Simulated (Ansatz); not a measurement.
`CO[Si]N` + HBr → `CO[Si]Br` + NH₃ at 500 K and 1 bar (ligand exchange at the Si–N bond).

Program: Ansatz. Geometries: PBE0-D4/def2-TZVP. ΔE: electronic, gas phase. CCSD(T)/CBS adds triple-zeta CCSD(T) − MP2 to the extrapolated MP2 energy (def2 sets, frozen cores). This one scheme is used for every species. For Br outer-core shells are correlated without core-valence functions, which leaves a few kJ/mol of doubt a bond. Scalar relativity is left out up to krypton. One conformer a species, not always the lowest.

| species | CCSD(T)/CBS energy (Eh) | H − E (kJ/mol) | S (J/(mol·K)) |
| --- | --- | --- | --- |
| `CO[Si]N` | -460.05109 | 219.1 | 366.6 |
| HBr | -2573.91920 | 30.5 | 213.7 |
| `CO[Si]Br` | -2977.47730 | 149.8 | 378.2 |
| NH₃ | -56.50880 | 108.2 | 211.8 |

H − E and S are ideal-gas, rigid-rotor, harmonic terms from PBE0-D4/def2-TZVP, for one conformer and one mirror image of each species. 1 Eh = 2625.50 kJ/mol, R = 8.31446 J/(mol·K).

**Question.** By hand: ΔE, ΔH, ΔS and ΔG.

**Answer.** ΔE = (-2977.47730) + (-56.50880) − (-460.05109) − (-2573.91920) = -0.01581 Eh = -41.5 kJ/mol. Δ(H − E) = 149.8 + 108.2 − 219.1 − 30.5 = 8.4, so ΔH = -33.1 kJ/mol. ΔS = 378.2 + 211.8 − 366.6 − 213.7 = 9.7 J/(mol·K). ΔG = -33.1 − 500 × (9.7)/1000 = -38.0 kJ/mol.

**Question.** By hand: the equilibrium constant, and the temperature at which ΔG would vanish if ΔH and ΔS stayed fixed.

**Answer.** log₁₀ K = −ΔG/(RT ln 10) = 4.0. ΔH and −TΔS have one sign here, so there is no such temperature.

The number of gas molecules stays the same, so ΔS is small and ΔH decides. A doubt of 5 kJ/mol in ΔE shifts log₁₀ K by 0.5 here. Other conformers and mirror images would add mixing entropy, several J/(mol·K) or more a flexible species. These are equilibria of isolated gas molecules and say nothing of rates. Largest T1 diagnostic: 0.013 (customary marks: 0.02 for closed shells, 0.045 for open ones).

ΔS is within the doubt of such terms, so its sign, and with it that verdict, could turn.
